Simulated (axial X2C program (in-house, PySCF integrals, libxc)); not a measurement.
**Density and ELF of WCl⁺**

All values were computed with an in-house all-electron X2C program for linear molecules (integrals from PySCF). Two-component (2c) means X2C with spin–orbit coupling and atomic mean-field two-electron Coulomb and Gaunt terms. Basis: W dyall-cv3z [13s14p9d7f4g], Cl dyall-av3z [9s8p3d2f] (cores contracted in-house); Gaussian nuclei, density fitting, unrestricted open shells. Masses: W 183.951 u, Cl 34.969 u.

PBE0, 2c, state Ω = 1 (⟨Sz⟩ = 1.97, ⟨Lz⟩ = -0.97 at PBE0); W at z = 0, Cl at z = 2.158 Å.

The maps cover the half plane through the axis: z from -2.4 to 4.5 Å along the bond, ρ from 0.15 to 2.25 Å away from it (steps of 0.3 Å, the bottom row nearest the axis).

log10 of the density in e/bohr³:

digits 0 to 9 span -5.35 to 1.80 evenly
```
011222333333222222211100
112233333333333333222110
122334444444444443332210
122344455544444544433211
123344555555555555443321
123345666665566666544321
123445678766666666554322
123456789876667986654322
```

Electron localisation function (collinear form, no current term, damped to 0 at low density):

digits 0 to 9 span 0.00 to 1.00 evenly
```
000001222210000000000000
000012344321001111000000
000123455431123443210000
000123455422245666421000
000012455422467888642000
000002456532578888863100
000003543442684028874100
000004652552671874875200
```

Axial spin density in 10⁻³ e/bohr³:

digits 0 to 9 span -11.59 to 11.59 evenly, values beyond are clipped
```
555555555555555555555555
555555566655555555555555
555556788876555555555555
555568999997554555555555
555579999999654455544455
555579999999643455444445
555579999999621454444444
555569929299622152344444
```

Occupations by symmetry block were frozen at the best pattern of an incomplete PBE0 search. Density functionals use the spin component along the axis (collinear). Without a current term, density functionals place determinants with orbital angular momentum somewhat too high. With several unpaired electrons one determinant need not be a pure state. Open-shell Ω = 0 determinants with evenly filled partner blocks cannot be reached by this program, so the Ω shown need not be the lowest component. The determinant is spin-polarised beyond a pure state at some levels (its spin-free form has ⟨S²⟩ too high), which makes Re and μ there less reliable.
